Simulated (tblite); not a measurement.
Species: C5H9BF2S.
Numbering: `[CH3:1][CH2:2][S:3][C:4]1([B:5]([F:6])[F:7])[CH2:8][CH2:9]1` (hydrogens: H10, H11, H12 on C1; H13, H14 on C2; H15, H16 on C8; H17, H18 on C9)

Computed with GFN2-xTB (tblite), gas phase: L-BFGS steps from a force-field or distance-geometry start until the largest atomic force falls under 0.01 eV/Å.

Step 9: E = -797.3733 eV
```
atom  x, y, z in Å  |  force x, y, z in eV/Å
C1      2.8934    0.2393    0.2803   -0.052   0.004  -0.002
C2      1.6601   -0.6635    0.3254    0.014   0.060   0.093
S3      0.3165    0.0895    1.3450   -0.111   0.052  -0.064
C4     -1.1046   -0.0313    0.2063    0.007  -0.050  -0.127
B5     -1.5363   -1.4746   -0.1737    0.130   0.153  -0.086
F6     -0.9928   -2.5601    0.3301    0.069  -0.101   0.002
F7     -2.5576   -1.7090   -0.9772   -0.042  -0.015  -0.091
C8     -1.3274    1.2051   -0.6567   -0.009  -0.086   0.044
C9     -2.2967    0.9008    0.4238    0.060  -0.006   0.036
H10     2.9672    0.7525   -0.6758   -0.019   0.018   0.037
H11     3.8055   -0.3325    0.4389   -0.065  -0.046  -0.086
H12     2.8423    0.9888    1.0668   -0.027  -0.006   0.004
H13     1.2542   -0.8585   -0.6674   -0.031   0.058   0.099
H14     1.8895   -1.6152    0.8011   -0.008  -0.023   0.018
H15    -0.6365    2.0202   -0.4702   -0.049  -0.163  -0.113
H16    -1.6157    1.0773   -1.6948    0.007  -0.005   0.198
H17    -3.2565    0.4897    0.1324    0.070   0.102   0.128
H18    -2.3133    1.4879    1.3295    0.057   0.054  -0.088
```

Step 10: E = -797.3800 eV
```
atom  x, y, z in Å  |  force x, y, z in eV/Å
C1      2.8926    0.2408    0.2799   -0.059  -0.010   0.014
C2      1.6584   -0.6604    0.3293   -0.028   0.038   0.092
S3      0.3129    0.0915    1.3490   -0.126   0.033  -0.114
C4     -1.1088   -0.0360    0.2065    0.090   0.048  -0.114
B5     -1.5320   -1.4800   -0.1821    0.069   0.104  -0.018
F6     -0.9885   -2.5667    0.3265    0.015  -0.005  -0.077
F7     -2.5572   -1.7112   -0.9848    0.046  -0.025  -0.043
C8     -1.3277    1.2024   -0.6587   -0.006  -0.091   0.053
C9     -2.2933    0.9053    0.4265    0.083  -0.072   0.033
H10     2.9656    0.7556   -0.6755   -0.032   0.017   0.046
H11     3.8049   -0.3316    0.4356   -0.066  -0.059  -0.092
H12     2.8457    0.9869    1.0699   -0.034   0.007  -0.007
H13     1.2429   -0.8572   -0.6593    0.007   0.072   0.081
H14     1.8843   -1.6138    0.8039    0.014  -0.009   0.023
H15    -0.6323    2.0153   -0.4802   -0.042  -0.165  -0.079
H16    -1.6211    1.0814   -1.6958   -0.003  -0.048   0.188
H17    -3.2514    0.4876    0.1426    0.018   0.137   0.113
H18    -2.3039    1.4962    1.3304    0.055   0.026  -0.101
```

Step 11: E = -797.3873 eV
```
atom  x, y, z in Å  |  force x, y, z in eV/Å
C1      2.8907    0.2424    0.2799   -0.056  -0.019   0.032
C2      1.6558   -0.6564    0.3353   -0.074   0.005   0.076
S3      0.3066    0.0945    1.3513   -0.093   0.017  -0.115
C4     -1.1113   -0.0409    0.2044    0.150   0.109  -0.063
B5     -1.5263   -1.4846   -0.1918   -0.009   0.015   0.037
F6     -0.9836   -2.5734    0.3207   -0.032   0.096  -0.148
F7     -2.5552   -1.7139   -0.9937    0.131  -0.025   0.003
C8     -1.3281    1.1978   -0.6598    0.003  -0.068   0.032
C9     -2.2881    0.9089    0.4300    0.083  -0.123   0.038
H10     2.9632    0.7595   -0.6742   -0.053   0.017   0.046
H11     3.8027   -0.3318    0.4300   -0.063  -0.069  -0.086
H12     2.8488    0.9849    1.0733   -0.033   0.021  -0.009
H13     1.2306   -0.8542   -0.6487    0.043   0.076   0.045
H14     1.8789   -1.6122    0.8074    0.030   0.013   0.034
H15    -0.6284    2.0067   -0.4927    0.006  -0.113  -0.023
H16    -1.6272    1.0848   -1.6933   -0.041  -0.103   0.096
H17    -3.2454    0.4882    0.1561   -0.058   0.147   0.081
H18    -2.2923    1.5058    1.3296    0.065   0.005  -0.075
```

Question: Estimate the geometry and energy of step 12. (The exact step hangs on the optimiser's Hessian estimate; all steps are aligned on step 11, rigid shifts and turns removed.)

Answer: E = -797.3943 eV, largest force 0.228 eV/Å
```
atom  x, y, z in Å  |  force x, y, z in eV/Å
C1      2.8878    0.2435    0.2805   -0.045  -0.018   0.044
C2      1.6520   -0.6525    0.3425   -0.091  -0.023   0.047
S3      0.2988    0.0978    1.3517   -0.019   0.014  -0.060
C4     -1.1109   -0.0445    0.2006    0.148   0.105   0.001
B5     -1.5212   -1.4874   -0.1998   -0.063  -0.056   0.056
F6     -0.9792   -2.5785    0.3120   -0.042   0.146  -0.170
F7     -2.5505   -1.7172   -1.0026    0.164  -0.013   0.019
C8     -1.3286    1.1923   -0.6605    0.013  -0.028  -0.009
C9     -2.2817    0.9103    0.4342    0.059  -0.132   0.037
H10     2.9597    0.7635   -0.6720   -0.078   0.015   0.039
H11     3.7993   -0.3332    0.4229   -0.061  -0.074  -0.072
H12     2.8512    0.9834    1.0762   -0.025   0.029  -0.001
H13     1.2194   -0.8498   -0.6376    0.067   0.065  -0.002
H14     1.8741   -1.6103    0.8117    0.035   0.030   0.047
H15    -0.6245    1.9959   -0.5055    0.067  -0.031   0.032
H16    -1.6341    1.0861   -1.6888   -0.089  -0.154  -0.034
H17    -3.2406    0.4917    0.1710   -0.123   0.132   0.045
H18    -2.2796    1.5152    1.3271    0.082  -0.007  -0.020
```

The energy changes by -0.0071 eV. The first-order estimate −F·Δx gives -0.0096 eV and the mean of the old and new forces, exact on a quadratic surface, -0.0070 eV. The step makes an angle of 65° with the force vector and moves no atom by more than 0.017 Å.

The cost below is that of the whole relaxation. The run took 2.6 s on one thread, Arm Neoverse N1 (aarch64), shared host with 64 logical CPUs at a one-minute load of 61.
